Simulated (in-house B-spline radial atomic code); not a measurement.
Values are calculated unless marked as measured or tabulated.
## From levels and matrix elements to observables: Sr⁺

One electron outside the [Ar] 3d10 4s2 4p6 core, from an all-electron radial atomic-structure program (B-spline basis): Brueckner orbitals with a screened correlation potential on Dirac-Hartree-Fock, Breit and QED terms for the lowest states, dipole elements in length form with static core polarisation. The core's own polarisability, by RPA, is 5.813 bohr³.

```json
{"state": "5s1/2", "removal energy (cm⁻¹)": "89038", "size of the reduced dipole element to 5s1/2 (a.u.)": "-"}
{"state": "6s1/2", "removal energy (cm⁻¹)": "41219", "size of the reduced dipole element to 5s1/2 (a.u.)": "-"}
{"state": "5p1/2", "removal energy (cm⁻¹)": "65300", "size of the reduced dipole element to 5s1/2 (a.u.)": "3.074"}
{"state": "5p3/2", "removal energy (cm⁻¹)": "64492", "size of the reduced dipole element to 5s1/2 (a.u.)": "4.345"}
{"state": "6p1/2", "removal energy (cm⁻¹)": "33202", "size of the reduced dipole element to 5s1/2 (a.u.)": "0.04637"}
{"state": "6p3/2", "removal energy (cm⁻¹)": "32913", "size of the reduced dipole element to 5s1/2 (a.u.)": "0.004138"}
```

Use R = 109737.3 cm⁻¹, 1 hartree = 219474.6 cm⁻¹, c = 137.036 and 1 a.u. of rate = 4.1341e16 s⁻¹.

Find the quantum defects of the two s states and predict 7s1/2.

With n* = 2 √(R/E): 5s1/2 has n* = 2.2203, δ = 2.7797; 6s1/2 has n* = 3.2633, δ = 2.7367. Ritz's form δ = δ0 + b/n*² gives b = 0.394, δ0 = 2.6996, so with n* ≈ 7 − 2.7367, δ = 2.7214 and E = R × 2²/(7 − 2.7214)² = 23977 cm⁻¹. The program finds 23977 cm⁻¹.

What are the wavelength, oscillator strength and rate of 5s1/2–5p3/2?

ΔE = 24546 cm⁻¹ = 0.11184 hartree, λ = 407.4 nm in vacuum. f = (2/3) ΔE D²/(2j + 1 of the lower state) = (2/3) × 0.11184 × 4.345²/2 = 0.7038. A = (4/3) ΔE³ D²/(c³ (2j' + 1)) = 3.4209e-09 a.u. = 1.414e+08 s⁻¹, a partial lifetime of 7.071 ns.

Estimate the static polarisability of 5s1/2.

Each p state adds (2/3) D²/(2 ΔE): 5p1/2 29.12, 5p3/2 56.27, 6p1/2 0.002817, 6p3/2 2.232e-05. With the core the sum is 91.21 bohr³. The program's sum over the whole spectrum, Pauli blocking of the core included, is 90.9.
